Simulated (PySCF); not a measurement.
Computed IR spectrum (relative IR intensity) of a molecule C3H7Si, multiplicity 2. The structure is a stationary point at PBE-D3(BJ)/def2-SVP. The values are those of a single conformer. Calculation: PySCF 2.14.0 with PBE-D3(BJ)/def2-SVP. Frequencies are harmonic and unscaled.

Lines under 2 % of the strongest are left out, and lines within 2 cm⁻¹ are merged.

```tsv
ν (cm⁻¹)	relative intensity
401	3.4
568	9.6
610	8.3
650	8.3
762	29
772	6.2
866	12
902	5.9
936	4.3
1083	4.2
1362	3.6
1380	3.1
2052	100
2944	25
3007	14
3026	7.7
3080	9.2
```

### Question
Which molecule gave these data?
A) [CH]1C[SiH2]C1
B) [CH]1CC[SiH2]1
C) C1C[SiH]C1

### Answer
C, C1C[SiH]C1
